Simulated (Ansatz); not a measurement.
A run for Ansatz (an electronic-structure program): R-wB97X-V/def2-TZVPP on H3NSTe (SMILES N[Te]S), a point of a torsion scan. Elements past Kr take the def2 small-core potentials; no spin–orbit coupling.

Ansatz 0.2 input:
```yaml
crystal:
  periodic: [false, false, false]
  atoms:
    - {symbol: N, position_ang: [-1.41785406, 0.05610693, 0.13154286]}
    - {symbol: Te, position_ang: [0.00903921, -1.03674006, 1.05532302]}
    - {symbol: S, position_ang: [1.94383540, -0.44801110, -0.30710797]}
    - {symbol: H, position_ang: [-1.27753404, 1.05592357, 0.18063747]}
    - {symbol: H, position_ang: [-1.58023843, -0.20258150, -0.83181700]}
    - {symbol: H, position_ang: [1.25349286, -0.25774117, -1.42228705]}
basis:
  gaussian:
    orbitals: def2-TZVPP
hamiltonian:
  xc: {name: wB97X-V}
scf: {lower_state_search: off}
```

Program output:

```
WARN ansatz: RAYON_NUM_THREADS=1 ignored (pool sized by the plan → 1); use --threads N
Functional definition: wB97X-V
these checks for a lower state are left out or cut short: stability, starts, cluster_reference, orbital_swaps, neighbouring_geometries, increment
integrals: 0.11 GiB planned
1034 factors; their error is unknown
integrals: 0.14 GiB planned
218 factors; integrals over basis functions are off by at most 2.5e-5 eV
mean field: 0.88 GiB planned
mean field evaluation 1: about -19662.4797 eV, gradient 4.3e1 eV
mean field evaluation 2: about -19661.5654 eV, gradient 4.8e1 eV
mean field evaluation 4: about -19666.0688 eV, gradient 1.9e0 eV
mean field evaluation 8: about -19666.0786 eV, gradient 3.6e-2 eV
mean field evaluation 16: about -19666.1379 eV, gradient 2.3e-4 eV
mean field -19666.13789617 eV, -722.7172374973 hartree, gradient 6.0e-6 eV, S^2 0.000000; 0 other end points of the search recorded, 0 dependent functions left out
reference -19666.13789452 eV, -722.7172374366 hartree; 25, 25 occupied and 140, 140 virtual orbitals, 1034 factors
Total energy: -19666.13789452 eV, -722.7172374366 hartree
Checks for a lower state left out: stability, starts, cluster_reference, orbital_swaps, neighbouring_geometries, increment
```

Self-consistency was reached.

Cost: very roughly 7 core-seconds.
